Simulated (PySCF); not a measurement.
**Solvent effects on NMR parameters**

Bonds (- single, = double, # triple, : aromatic): F1-C2, C2-C3, C3-C4, C4-C5, C5-C6, C6-C7, C7-C8, C8-F9, C8-O10, C8-C3, O10-C5. C2 carries H11, H12; C3 carries H13; C4 carries H14, H15; C5 carries H16; C6 carries H17, H18; C7 carries H19, H20. Stereochemistry as in FC[C@@H]1C[C@H]2CC[C@]1(F)O2. H15 is cis to C2 on the ring; H17, H19 are cis to C4 on the ring; H12 is pro-R; H11 is pro-S; H14 is trans to C2 on the ring; H18, H20 are trans to C4 on the ring.

GIAO PBE0/pcSseg-1 in PySCF on one PBE0-D3(BJ)/def2-SVP conformer, non-relativistic, equivalent nuclei averaged. Solvents enter as an IEF-PCM continuum (benzene with ε = 2.3, water with ε = 78.4) around the gas-phase geometry. Shifts are referred to CFCl3, TMS computed in the same medium.

In benzene, δ in ppm: F9 -178.3, F1 -262.7, C8 122.8, C2 85.2, C5 72.4, C3 45.1, C4 36.6, C7 34.5, C6 33.5, H12 4.79, H11 4.24, H16 4.20, H13 2.22, H18 2.03. Dipole moment 3.01 D.

**Question.** How does each δ change in the more polar medium?

**Answer.** 
```csv
atoms,environment,"Δδ, water"
F9,fluorine on an sp3 carbon,0.0
F1,fluorine on an sp3 carbon,-1.0
C8,fully substituted sp3 carbon bonded to F and O,+1.3
C2,sp3 CH2 bonded to F,+1.1
C5,sp3 CH bonded to O,+1.0
C3,sp3 CH in a ring,+0.1
C4,sp3 CH2 in a ring,+0.2
C7,sp3 CH2 in a ring,+0.4
C6,sp3 CH2 in a ring,+0.4
H12,hydrogen on an sp3 CH2 bonded to F,+0.07
H11,hydrogen on an sp3 CH2 bonded to F,-0.01
H16,hydrogen on an sp3 CH bonded to O,+0.11
H13,hydrogen on an sp3 CH in a ring,+0.19
H18,hydrogen on an sp3 CH2 in a ring,+0.02
```

Changes are relative to benzene. The dipole moment becomes 3.46 D in water.

**Question.** Which nuclei move most (in ppm), and what does the model miss?

**Answer.** C8 (fully substituted sp3 carbon bonded to F and O, +1.3 ppm) in water. A continuum only polarises the solute; specific hydrogen bonds, the anisotropy of aromatic solvents and changes of geometry or conformer are outside it.
